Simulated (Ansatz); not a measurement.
Reaction (formal exchange of groups at the Al–C bond): `[CH3][Al]([SH])[Br]` + `O=CCOCO` → `O[CH2][Al]([SH])[Br]` + `COCC=O`

Isolated molecules relaxed with PBE0-D4/def2-TZVP in Ansatz; ΔE leaves out vibrations. CCSD(T)/CBS adds triple-zeta CCSD(T) − MP2 to the extrapolated MP2 energy (def2 sets, frozen cores). DFT in def2-TZVPP. For Br outer-core shells are correlated without core-valence functions, which leaves a few kJ/mol of doubt a bond. Scalar relativity is left out up to krypton. Each species was taken in one conformer, which may not be the lowest.

(1) Is it downhill or uphill in electronic energy at CCSD(T)/CBS, and by how much? (Best estimate.)

(2) What do these levels give: r2SCAN-D4, ωB97M-V, B2PLYP, PBE0, HF/def2-TZVPP, SCS-MP2/def2-TZVPP, CCSD/def2-TZVPP, CCSD(T)/def2-TZVPP, MP2/def2-QZVPP, HF/CBS(def2), MP2/CBS(def2), CCSD/CBS(def2)? (Best estimate.)

Largest T1 diagnostic among the species: 0.014.

## Answers

(1) Computed: Uphill: ΔE = +19.2 kcal/mol.

(2) The calculation gave: r2SCAN-D4 20.5, ωB97M-V 19.7, B2PLYP 19.2, PBE0 19.3, HF/def2-TZVPP 19.0, SCS-MP2/def2-TZVPP 19.3, CCSD/def2-TZVPP 19.4, CCSD(T)/def2-TZVPP 19.7, MP2/def2-QZVPP 19.9, HF/CBS(def2) 18.7, MP2/CBS(def2) 19.8, CCSD/CBS(def2) 18.9 kcal/mol.

In def2-TZVPP, CCSD(T) changes the Hartree–Fock value by +0.8 kcal/mol (the triples alone add +0.3 kcal/mol) and MP2 by +1.3 kcal/mol.
